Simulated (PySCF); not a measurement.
Job file and geometry (Å, from GFN2-xTB) of an NMR shielding run on SMILES O=CO[Si@@H]1COCCC1=O, C5H8O4Si, PySCF, GIAO PBE0/pcSseg-1 NMR shielding, non-relativistic, gas phase; density fitting, a coarse starting grid and PySCF grid level 2 are the driver's defaults:

```
$ OMP_NUM_THREADS=1 python probes_run.py task.json out

{"job": {"kind": "nmr", "xc": "PBE0", "basis": "pcSseg-1"}, "charge": 0, "multiplicity": 1}
O      3.557122    -1.123600    -0.228685
C      3.360117    -0.061608     0.275774
O      2.179194     0.401266     0.621634
Si     0.767593    -0.455242     0.433250
C      0.112226    -0.438297    -1.365335
O     -1.288385    -0.669119    -1.355265
C     -2.034391     0.313653    -0.692067
C     -1.951730     0.235806     0.844318
C     -0.567935     0.600157     1.318528
O     -0.358342     1.499190     2.096925
H      4.152951     0.665482     0.515496
H      0.862771    -1.806455     0.970662
H      0.529269    -1.239447    -1.977399
H      0.324449     0.513400    -1.877812
H     -1.730822     1.317656    -1.022918
H     -3.069767     0.143488    -0.999194
H     -2.158228    -0.792129     1.144933
H     -2.694852     0.902118     1.285498
```

Problem. What does the program print?

Solution. 
```
coarse grid: 16360 points
cycle   1  E = -784.6363939176  dE =  1.826e+00  |g| = 1.236e+00  |ddm| = 3.931e+00
cycle   2  E = -783.8761362991  dE =  7.603e-01  |g| = 2.340e+00  |ddm| = 2.557e+00
cycle   3  E = -784.9005123290  dE = -1.024e+00  |g| = 3.376e-01  |ddm| = 1.932e+00
cycle   4  E = -784.9203686477  dE = -1.986e-02  |g| = 1.201e-01  |ddm| = 2.892e-01
cycle   5  E = -784.9227209486  dE = -2.352e-03  |g| = 2.327e-02  |ddm| = 7.477e-02
cycle   6  E = -784.9228293458  dE = -1.084e-04  |g| = 8.026e-03  |ddm| = 2.095e-02
cycle   7  E = -784.9228420803  dE = -1.273e-05  |g| = 1.915e-03  |ddm| = 6.549e-03
cycle   8  E = -784.9228426455  dE = -5.653e-07  |g| = 9.067e-04  |ddm| = 1.981e-03
final grid: 155776 points
cycle   9  E = -785.0240003121  dE = -9.638e-06  |g| = 1.765e-02  |ddm| = 2.663e-02
cycle  10  E = -785.0238723048  dE =  1.280e-04  |g| = 3.172e-02  |ddm| = 2.852e-02
cycle  11  E = -785.0240538023  dE = -1.815e-04  |g| = 3.775e-03  |ddm| = 2.029e-02
cycle  12  E = -785.0240563890  dE = -2.587e-06  |g| = 3.976e-04  |ddm| = 2.400e-03
cycle  13  E = -785.0240564141  dE = -2.510e-08  |g| = 1.567e-04  |ddm| = 4.183e-04
cycle  14  E = -785.0240564193  dE = -5.232e-09  |g| = 5.217e-05  |ddm| = 1.778e-04
cycle  15  E = -785.0240564197  dE = -4.200e-10  |g| = 2.777e-05  |ddm| = 5.462e-05
converged SCF energy = -785.0240564197

GIAO shielding tensors (ppm)
atom      isotropic    diamagn.    paramagn.     s11        s22        s33       span
  0 O     -130.464     402.194    -532.658   -393.699   -250.554    252.861    646.560
  1 C       21.718     242.980    -221.262    -80.161     65.878     79.436    159.597
  2 O      132.911     401.008    -268.096     -5.359    198.367    205.725    211.084
  3 Si     393.693     882.825    -489.133    353.583    390.417    437.077     83.493
  4 C      119.424     253.600    -134.176     79.971     94.274    184.026    104.055
  5 O      301.170     395.913     -94.743    248.818    302.594    352.098    103.279
  6 C      112.841     246.438    -133.597     77.914     93.709    166.900     88.986
  7 C      126.171     254.228    -128.057     98.695    126.402    153.418     54.723
  8 C      -51.037     254.884    -305.921   -145.654   -110.274    102.817    248.471
  9 O     -500.949     399.171    -900.119  -1375.211   -490.015    362.379   1737.590
 10 H       23.709      24.087      -0.378     19.079     23.639     28.408      9.329
 11 H       26.334      30.812      -4.478     22.947     25.732     30.323      7.376
 12 H       26.873      30.956      -4.084     22.623     26.197     31.798      9.176
 13 H       28.080      32.069      -3.989     23.352     28.011     32.877      9.525
 14 H       28.318      30.891      -2.572     23.690     27.974     33.292      9.602
 15 H       27.232      28.406      -1.174     22.076     26.661     32.957     10.881
 16 H       28.945      30.920      -1.976     26.355     27.821     32.658      6.304
 17 H       29.241      30.377      -1.136     25.814     28.001     33.908      8.095
```

Problem. Turn these shieldings into chemical shifts. References, each an isolated molecule treated in the same way: $^{17}$O (σ = 336.08 ppm) against H2O; TMS for $^{13}$C (σ = 186.93 ppm), $^{29}$Si (σ = 349.16 ppm), $^{1}$H (σ = 31.72 ppm).

Solution. Averaging equivalent atoms: O 9: 837.0; O 0: 466.5; O 2: 203.2; O 5: 34.9; C 8: 238.0; C 1: 165.2; C 6: 74.1; C 4: 67.5; C 7: 60.8; Si 3: -44.5; H 10: 8.01; H 11: 5.38; H 12: 4.84; H 15: 4.49; H 13: 3.64; H 14: 3.40; H 16: 2.77; H 17: 2.48 ppm. Unscaled 17O shifts of doubly bonded oxygen tend to come out too high, by tens of ppm or more. Experimental scales use liquid or dissolved standards, which lie at an offset from isolated H2O (liquid H2O: subtract about 36 ppm).

Size and cost of the density-fitted run: 217 basis functions, 2 min wall time on 1 thread of an AMD EPYC, shared host; peak memory 0.92 GiB.
